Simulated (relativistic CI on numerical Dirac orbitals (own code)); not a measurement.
Cr³⁺: L2,3 absorption edge

Computed with this model: Dirac-Coulomb-Breit CI, KLI orbitals optimised for each configuration, QED by a radiative potential, valence Slater integrals scaled by 0.7, multiplet model of core-to-valence dipole absorption; configurations [Ar] 3d3 → [He] 2s2 2p5 3s2 3p6 3d4; 300 K; Lorentzian 0.6 eV and Gaussian 0.3 eV FWHM. Energies are those of the free ion, without screening or charge transfer. The branching ratio is the share of the lower-energy edge in the whole absorption, uncertain by about 0.02 where the edges overlap. S is read from ⟨S²⟩ = S(S + 1).

Field parameters in Wybourne normalisation: Td as Oh with Dq negative (B⁴₀ = 21Dq, B⁴₄ = √(5/14) B⁴₀). The field is a parameter set, without covalency.

Computed curve for Td, 10Dq = -15650 cm⁻¹, scaled to 100 at the maximum (points under 2 are left out and the grid is thinned):

Energy (eV), Intensity and a bar:
```
    575.8        2.1 
    576.1        2.6 
    576.4        3.6 
    576.7        5.8 #
    577.0        9.4 ##
    577.3       10.2 ###
    577.6       10.3 ###
    577.9       13.5 ####
    578.2       20.1 ######
    578.5       26.1 ########
    578.8       32.4 #########
    579.1       44.0 #############
    579.4       65.5 ####################
    579.7       85.1 ##########################
    580.0       97.0 ##############################
    580.3       98.0 ##############################
    580.6       84.7 ##########################
    580.9       80.0 ########################
    581.2       72.5 ######################
    581.5       54.0 ################
    581.8       39.2 ############
    582.1       32.1 #########
    582.4       28.2 ########
    582.7       23.1 #######
    583.0       17.5 #####
    583.3       15.3 ####
    583.6       13.5 ####
    583.9       11.1 ###
    584.2        8.4 ##
    584.5        6.7 #
    584.7        6.2 #
    585.0        6.1 #
    585.3        6.9 ##
    585.6        9.5 ##
    585.9       14.2 ####
    586.2       15.4 ####
    586.5       17.5 #####
    586.8       23.6 #######
    587.1       32.7 ##########
    587.4       44.3 #############
    587.7       56.0 #################
    588.0       58.6 ##################
    588.3       52.9 ################
    588.6       51.1 ###############
    588.9       44.2 #############
    589.2       35.3 ##########
    589.5       35.2 ##########
    589.8       32.8 ##########
    590.1       23.9 #######
    590.4       16.6 #####
    590.7       14.6 ####
    591.0       12.3 ###
    591.3       10.2 ###
    591.6        8.2 ##
    591.9        5.7 #
    592.2        4.5 #
    592.5        3.7 #
    592.8        2.8 
    593.1        2.3 
    593.4        2.0
```

The ground state has S = 0.75, and the centroid lies at 583.58 eV.
